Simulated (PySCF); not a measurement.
H9NSi3, charge +1, doublet, geometry from GFN2-xTB (a state made from the parent by changing its charge; the spin is typed, not shown lowest); PySCF with HF/6-31G.

Here is a job for PySCF.
```python
from pyscf import gto, scf

mol = gto.Mole()
mol.atom = '''
    Si    0.271109    1.684408    0.471366
    N    -0.009440   -0.003682   -0.005913
    Si   -1.641802   -0.539153   -0.459355
    Si    1.342234   -1.156536   -0.030149
    H    -1.014504    2.364339    0.411211
    H     0.857386    1.564533    1.810033
    H     1.268925    2.144195   -0.500486
    H    -1.991107    0.352182   -1.570486
    H    -1.548433   -1.951545   -0.799185
    H    -2.439167   -0.231635    0.732508
    H     0.904305   -2.203464    0.899247
    H     1.343522   -1.646979   -1.412096
    H     2.534140   -0.425295    0.374025
'''
mol.basis = '6-31g'
mol.charge = 1
mol.spin = 1
mol.verbose = 4
mol.symmetry = True
mol.build()

mf = scf.UHF(mol)
mf.kernel()
mf.analyze()
```

It wrote (shortened):

```
PySCF version 2.14.0

[INPUT] verbose = 4
[INPUT] num. atoms = 13
[INPUT] num. electrons = 57
[INPUT] charge = 1
[INPUT] spin (= nelec alpha-beta = 2S) = 1
[INPUT] symmetry True subgroup None
[INPUT] Mole.unit = angstrom
[INPUT] Symbol           X                Y                Z      unit          X                Y                Z       unit  Magmom
[...]
nuclear repulsion = 289.701125154146
point group symmetry = C1
symmetry origin: [0. 0. 0.]
symmetry axis x: [1. 0. 0.]
symmetry axis y: [0. 1. 0.]
symmetry axis z: [0. 0. 1.]
num. orbitals of irrep A = 66
number of shells = 44
number of NR pGTOs = 196
number of NR cGTOs = 66
basis = 6-31g
ecp = {}

******** <class 'pyscf.scf.uhf.UHF'> ********
method = UHF
initial guess = minao
damping factor = 0
level_shift factor = 0
DIIS = <class 'pyscf.scf.diis.CDIIS'>
diis_start_cycle = 1
diis_space = 8
diis_damp = 0
SCF conv_tol = 1e-09
SCF conv_tol_grad = None
SCF max_cycles = 50
direct_scf = True
direct_scf_tol = 1e-13
number electrons alpha = 29  beta = 28
Set gradient conv threshold to 3.16228e-05
init E= -926.25081016767

cycle= 1 E= -925.922902573686  delta_E= 0.328  |g|= 0.261  |ddm|= 2.09
cycle= 2 E= -926.001902291975  delta_E= -0.079  |g|= 0.0937  |ddm|= 0.663
cycle= 3 E= -926.014005260069  delta_E= -0.0121  |g|= 0.0581  |ddm|= 0.148
cycle= 4 E= -926.017908004299  delta_E= -0.0039  |g|= 0.0199  |ddm|= 0.0905
cycle= 5 E= -926.019022453069  delta_E= -0.00111  |g|= 0.00669  |ddm|= 0.0562
cycle= 6 E= -926.019136545593  delta_E= -0.000114  |g|= 0.0027  |ddm|= 0.0195
cycle= 7 E= -926.019153874154  delta_E= -1.73e-05  |g|= 0.000893  |ddm|= 0.0107
cycle= 8 E= -926.019155957728  delta_E= -2.08e-06  |g|= 0.00021  |ddm|= 0.00436
cycle= 9 E= -926.01915608124  delta_E= -1.24e-07  |g|= 8.66e-05  |ddm|= 0.000876
cycle= 10 E= -926.019156100679  delta_E= -1.94e-08  |g|= 3.25e-05  |ddm|= 0.000354
cycle= 11 E= -926.019156103234  delta_E= -2.56e-09  |g|= 1.12e-05  |ddm|= 0.000152
cycle= 12 E= -926.019156103392  delta_E= -1.58e-10  |g|= 2.06e-06  |ddm|= 2.76e-05
Extra cycle  E= -926.019156103398  delta_E= -5.68e-12  |g|= 1.34e-06  |ddm|= 3.88e-06
converged SCF energy = -926.019156103398  <S^2> = 0.76245977  2S+1 = 2.0124212
**** SCF Summaries ****
Total Energy =                        -926.019156103397791
Nuclear Repulsion Energy =             289.701125154146496
One-electron Energy =                -1846.967650870361467
Two-electron Energy =                  631.247369612817238
Two-electron Coulomb Energy =          701.949552954033948
DFT Exchange-Correlation Energy =      -70.702183341216710
**** MO energy ****
                             alpha | beta                alpha | beta
[...]
To work with the spin densities directly, `use mulliken_meta_spin()` only printing them here.

 ** Mulliken spin pop alpha/beta on meta-lowdin orthogonal AOs **
 ** Mulliken Spin Density (per AO)  **
spin_pop of  0 Si 1s        0.00000
spin_pop of  0 Si 2s       -0.00000
spin_pop of  0 Si 3s       -0.01433
spin_pop of  0 Si 4s        0.00002
spin_pop of  0 Si 2px       0.00000
spin_pop of  0 Si 2py      -0.00000
spin_pop of  0 Si 2pz       0.00000
spin_pop of  0 Si 3px      -0.01044
spin_pop of  0 Si 3py      -0.03011
spin_pop of  0 Si 3pz      -0.03276
spin_pop of  0 Si 4px      -0.00006
spin_pop of  0 Si 4py      -0.00123
spin_pop of  0 Si 4pz       0.00061
spin_pop of  1 N 1s       -0.00000
spin_pop of  1 N 2s        0.04688
spin_pop of  1 N 3s        0.00003
spin_pop of  1 N 2px       0.06620
spin_pop of  1 N 2py       0.08610
spin_pop of  1 N 2pz       0.82193
spin_pop of  1 N 3px      -0.00010
spin_pop of  1 N 3py       0.00011
spin_pop of  1 N 3pz       0.00746
spin_pop of  2 Si 1s        0.00000
spin_pop of  2 Si 2s       -0.00000
spin_pop of  2 Si 3s       -0.01432
spin_pop of  2 Si 4s        0.00002
spin_pop of  2 Si 2px      -0.00000
spin_pop of  2 Si 2py      -0.00000
spin_pop of  2 Si 2pz       0.00000
spin_pop of  2 Si 3px      -0.03172
spin_pop of  2 Si 3py      -0.00952
spin_pop of  2 Si 3pz      -0.03204
spin_pop of  2 Si 4px      -0.00126
spin_pop of  2 Si 4py      -0.00005
spin_pop of  2 Si 4pz       0.00063
spin_pop of  3 Si 1s        0.00000
spin_pop of  3 Si 2s       -0.00000
spin_pop of  3 Si 3s       -0.01432
spin_pop of  3 Si 4s        0.00002
spin_pop of  3 Si 2px      -0.00000
spin_pop of  3 Si 2py      -0.00000
spin_pop of  3 Si 2pz       0.00000
spin_pop of  3 Si 3px      -0.01949
spin_pop of  3 Si 3py      -0.02304
spin_pop of  3 Si 3pz      -0.03076
spin_pop of  3 Si 4px      -0.00073
spin_pop of  3 Si 4py      -0.00067
spin_pop of  3 Si 4pz       0.00071
spin_pop of  4 H 1s       -0.00019
spin_pop of  4 H 2s       -0.00004
spin_pop of  5 H 1s        0.03878
spin_pop of  5 H 2s       -0.00005
spin_pop of  6 H 1s        0.04033
spin_pop of  6 H 2s       -0.00005
spin_pop of  7 H 1s        0.03951
spin_pop of  7 H 2s       -0.00005
spin_pop of  8 H 1s       -0.00020
spin_pop of  8 H 2s       -0.00004
spin_pop of  9 H 1s        0.03954
spin_pop of  9 H 2s       -0.00005
spin_pop of  10 H 1s        0.04015
spin_pop of  10 H 2s       -0.00005
spin_pop of  11 H 1s        0.03892
spin_pop of  11 H 2s       -0.00005
spin_pop of  12 H 1s       -0.00020
spin_pop of  12 H 2s       -0.00004
 ** Mulliken Spin Density (per atom)  **
spin density of  0 Si =     -0.08830
spin density of  1 N =      1.02862
spin density of  2 Si =     -0.08826
spin density of  3 Si =     -0.08828
spin density of  4 H =     -0.00023
spin density of  5 H =      0.03873
spin density of  6 H =      0.04028
spin density of  7 H =      0.03946
spin density of  8 H =     -0.00024
spin density of  9 H =      0.03948
spin density of  10 H =      0.04010
spin density of  11 H =      0.03887
spin density of  12 H =     -0.00023
 ** Mulliken pop alpha/beta on meta-lowdin orthogonal AOs **
 ** Mulliken pop       alpha | beta **
In total            29.00000 | 28.00000
 ** Mulliken atomic charges   ( Nelec_alpha | Nelec_beta ) **
charge of  0Si =      0.64426  (     6.63372      6.72202 )
charge of  1N =     -0.53388  (     4.28125      3.25263 )
charge of  2Si =      0.64424  (     6.63375      6.72201 )
charge of  3Si =      0.64426  (     6.63373      6.72201 )
charge of  4H =     -0.04879  (     0.52428      0.52451 )
charge of  5H =     -0.04222  (     0.54047      0.50174 )
charge of  6H =     -0.04199  (     0.54113      0.50086 )
charge of  7H =     -0.04209  (     0.54077      0.50131 )
charge of  8H =     -0.04878  (     0.52427      0.52451 )
charge of  9H =     -0.04206  (     0.54077      0.50129 )
charge of  10H =     -0.04203  (     0.54106      0.50096 )
charge of  11H =     -0.04215  (     0.54051      0.50164 )
charge of  12H =     -0.04878  (     0.52427      0.52451 )

WARN: System has nonzero charge 1; the dipole moment is origin-dependent.
Location of origin: [0. 0. 0.]

Dipole moment(X, Y, Z, Debye): -0.04623, -0.01857, -0.02923
```
